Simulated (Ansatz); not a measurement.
Cartesian coordinates in Å:
```
O 0.462 1.549 0.622
Ge 0.275 -0.210 0.490
S -1.791 -0.684 -0.161
Se 1.688 -1.197 -1.104
H 0.348 1.993 -0.222
H 0.640 -0.717 1.887
H -2.338 0.224 0.667
H 0.716 -0.958 -2.179
```

Total charge 0; spin multiplicity 1.

Task: List the ωB97M-V/def2-TZVPP orbital energies in eV (the Gaussian-basis code of Ansatz). (Estimate.)

Result: The calculation gave: Occupied: -12368.38, -10867.79, -2427.07, -1588.67, -1423.43, -1423.41, -1423.36, -1363.55, -1211.29, -1211.27, -1211.26, -526.27, -221.05, -218.12, -175.40, -164.15, -164.09, -163.97, -161.07, -160.98, -160.80, -124.68, -124.64, -124.60, -60.99, -60.96, -60.81, -60.75, -60.72, -37.56, -37.46, -37.43, -37.38, -37.36, -30.52, -23.52, -22.51, -18.30, -15.59, -14.08, -13.57, -13.10, -12.48, -11.44, -10.75, -9.91, -9.54. Lowest empty: 1.14, 1.75, 2.14, 2.32, 2.82, 3.49, 3.76, 5.77.
